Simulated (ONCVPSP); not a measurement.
# LDA (Perdew-Wang 92) ONCV dataset for Ir (Z = 77), scalar-relativistic all-electron reference.

ONCVPSP 4.0.1 input, shortened (lines: element, Z, core and valence counts, functional; n l f; lmax; l rc ep ncon nbas qcut; lloc lpopt rc5 dvloc0; l nproj debl; icmod fcfact rcfact), LDA (Perdew-Wang 92), scalar-relativistic:

```
  Ir 77.00   10    4  -001012      upf
    1    0    2.00
    2    0    2.00
    2    1    6.00
    3    0    2.00
    3    1    6.00
    3    2   10.00
    4    0    2.00
    4    1    6.00
    4    2   10.00
    4    3   14.00
    5    0    2.00
    5    1    6.00
    5    2    7.00
    6    0    2.00
    2
    0    1.90    0.00    4    7    7.30
    1    1.10    0.00    4    7    6.80
    2    1.65    0.00    5    9    6.30
    4    3    1.10    0.00
    0    3    1.90
    1    2    3.50
    2    2    2.20
    3    1.75    1.15
```

Poles of the logarithmic derivatives, all-electron (AE) and pseudo (PS). s: poles at -3.5, 3.5 (AE) and -3.5, 3.5 (PS) Ha. p: poles at 3.9 (AE) and 3.9 (PS) Ha. d: poles at 1.3 (AE) and 1.3 (PS) Ha. Test radii: s 1.93, p 1.12, d 1.68 bohr.

- Cutoffs needed: 104 Ha and 124 Ha (the cutoffs (Ha) at which the residual kinetic energy of the hardest occupied pseudo-wave falls to 1 and 0.1 mHa per electron)
- Ghost test: no bound ghost flagged; GHOST(+) flagged for s at 303.2 eV
- Largest excitation error: -24 meV (all-electron minus pseudo) for 5s2 5p6 5d6 6s0, out of 4 test configurations
- rms error of d²Exc/dni dnj: 8.70 mHa without and 4.86 mHa with the model core
